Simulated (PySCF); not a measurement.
## Tl⁺ (thallium, charge +1): UHF calculation

Configuration: [Xe] 4f14 5d10 6s2, closed-shell 1S. Computed with PySCF 2.14 in aug-cc-pwCVTZ-DK3 (11s10p8d5f1g, 125 functions), with the spin-free X2C one-electron Hamiltonian (Gaussian nucleus).

| Item | Value |
| --- | --- |
| Total energy | -20241.568762 hartree |
| One-electron energy | -27702.2794 hartree |
| Hartree (Coulomb) energy | 7841.8984 hartree |
| Exchange energy | -381.1877 hartree |
| ⟨S²⟩ | 0.0000 |
| ⟨L²⟩ | 0.000 |
| Sum of ⟨r⟩ | 44.24 bohr |
| Sum of ⟨r²⟩ | 52.43 bohr² |
| Langevin diamagnetic susceptibility | -41.5 ×10⁻⁶ cm³/mol |
| Time after the integrals | 2.5 s of wall time on 1 thread of Neoverse-V2 (shared host) |

| shell | electrons | mean orbital energy (eV) | rms radius, mean of both spins (bohr) |
| --- | --- | --- | --- |
| 1s | 2 | -85977.3 | 0.0184 |
| 2s | 2 | -15470.1 | 0.0743 |
| 2p | 6 | -13370.6 | 0.0684 |
| 3s | 2 | -3769.5 | 0.189 |
| 3p | 6 | -3152.5 | 0.192 |
| 3d | 10 | -2480.6 | 0.176 |
| 4s | 2 | -885.50 | 0.416 |
| 4p | 6 | -678.79 | 0.443 |
| 4d | 10 | -425.38 | 0.471 |
| 5s | 2 | -160.06 | 0.942 |
| 4f | 14 | -145.98 | 0.510 |
| 5p | 6 | -100.94 | 1.08 |
| 5d | 10 | -30.151 | 1.47 |
| 6s | 2 | -18.712 | 2.64 |

Spin-orbit coupling, which splits the p, d and f shells strongly at this Z, is absent.

Densities and radii are taken from the X2C orbitals without a picture-change correction, which distorts them close to the nucleus.
